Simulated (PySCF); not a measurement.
**How methods differ on the ionisation energy of Fe¹⁶⁺**

Fe¹⁶⁺ [Ne] (1S) → Fe¹⁷⁺ [He] 2s2 2p5 (2P), as a difference of total energies. Computed with PySCF 2.14 in an uncontracted even-tempered set (15 s from 3.1 bohr⁻², ratio 2.5; 10 p from 4 bohr⁻², ratio 2.5; 5 d from 21 bohr⁻², ratio 2.7; 5 f from 32 bohr⁻², ratio 2.7), with no relativity, point nucleus. Correlated levels: nothing frozen; virtual orbitals above 40 to 60 times the deepest correlated orbital energy dropped. The calculations carry no spin-orbit coupling.

```
                 method  ionisation energy (eV)
                    UHF                  1261.2
    MP2 (all electrons)                  1262.8
SCS-MP2 (all electrons)                  1262.6
   CCSD (all electrons)                  1262.7
CCSD(T) (all electrons)                  1262.7
```

A first-order spin-orbit estimate (lowest level to lowest level, LS coupling) adds -4.049 eV.

These non-relativistic numbers lack the scalar-relativistic shift.

For comparison: 1262.7 ± 0.7 eV (semi-empirical (NIST evaluation); NIST Atomic Spectra Database, ionization energies).
